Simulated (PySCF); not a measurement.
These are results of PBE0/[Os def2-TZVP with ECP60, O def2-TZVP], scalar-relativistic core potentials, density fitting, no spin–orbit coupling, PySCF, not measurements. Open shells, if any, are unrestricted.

Q: What spin state, shape and geometry does isolated OsO₂ take (every ligand bound to Os)?

A: Formally Os is in oxidation state +4, d4, with 2 unpaired electrons (the high-spin count would be 4). The Mulliken spin on Os is 1.86. The polar-tensor charge on Os, 1.26, is far below the formal one. The lowest minimum found is a triplet of C2v symmetry with Os–O 1.683 Å (×2); O–Os–O 133.7°. Its harmonic wavenumbers are 228 (a1), 1007 (b2), 1065 (a1) cm⁻¹ and its dipole moment is 2.04 D.

Other isomers or separated fragments may lie lower. With open d or f shells other occupations or spin states may lie lower. Spin–orbit coupling, left out here, can matter for elements this heavy.
